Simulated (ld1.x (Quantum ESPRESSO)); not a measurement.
**Cutoff test, Cd, TM**

ld1.x (Quantum ESPRESSO) 7.5 input, shortened:

```
&input
   title='Cd', zed=48., rel=1, dft='PZ', iswitch=3,
   config='[Kr] 4d10 5s2 5p0'
 /
 &inputp
   pseudotype=2, tm=.true., lloc=-2, rcloc=1.20,
   nlcc=.true., rcore=1.05
 /
3
5S  1  0   2.00   0.00  1.95  1.95  0.0
4P  2  1   6.00   0.00  1.55  1.55  0.0
4D  3  2  10.00   0.00  1.20  1.20  0.0
 &test
   configts(1)='4p6 4d10 5s2 5p0'
 /
```

The pseudo-atom Hamiltonian at the reference potential is diagonalised in spherical Bessel functions j_l(qr) that vanish at 20 bohr, with q² up to the cutoff. All-electron valence levels (Ry): 5s -0.4381, 4p -4.9234, 5p -0.0978, 4d -0.8743.

**Question.** How do the lowest levels (Ry) of each channel move with the cutoff, and are there ghosts?

**Answer.**

```csv
cutoff (Ry),s #1,s #2,s #3,p #1,p #2,d #1,d #2,f #1,Σ f·Δε (mRy)
8,-0.7050,-0.4186,0.0089,-2.6176,-0.0220,0.0581,0.1181,0.1143,23197.3
12,-2.7112,-0.4310,0.0088,-3.6568,-0.0479,0.0321,0.0845,0.1143,16678.4
18,-4.3785,-0.4365,0.0087,-4.4902,-0.0766,-0.1548,0.0695,0.1143,9797.6
25,-4.9130,-0.4378,0.0086,-4.8298,-0.0950,-0.3701,0.0675,0.1143,5604.3
35,-5.0900,-0.4379,0.0086,-4.9174,-0.1035,-0.6472,0.0664,0.1143,2308.1
45,-5.0992,-0.4381,0.0086,-4.9223,-0.1050,-0.7835,0.0661,0.1143,914.5
55,-5.0993,-0.4381,0.0086,-4.9224,-0.1051,-0.8462,0.0659,0.1143,287.4
70,-5.0996,-0.4381,0.0086,-4.9231,-0.1051,-0.8697,0.0659,0.1143,47.8
90,-5.1002,-0.4381,0.0086,-4.9234,-0.1051,-0.8740,0.0659,0.1143,3.0
110,-5.1004,-0.4381,0.0086,-4.9234,-0.1051,-0.8742,0.0659,0.1143,1.0
140,-5.1004,-0.4381,0.0086,-4.9234,-0.1051,-0.8743,0.0659,0.1143,0.6
400,-5.1004,-0.4381,0.0086,-4.9234,-0.1051,-0.8743,0.0659,0.1143,0.0
```

Result: ghost state, extra bound levels that the all-electron valence spectrum of the same l lacks: s at -69.4 eV (a true bound ghost makes a file unfit for plane-wave use); 10 mRy is reached at 90 Ry and 1 mRy at 110 Ry.
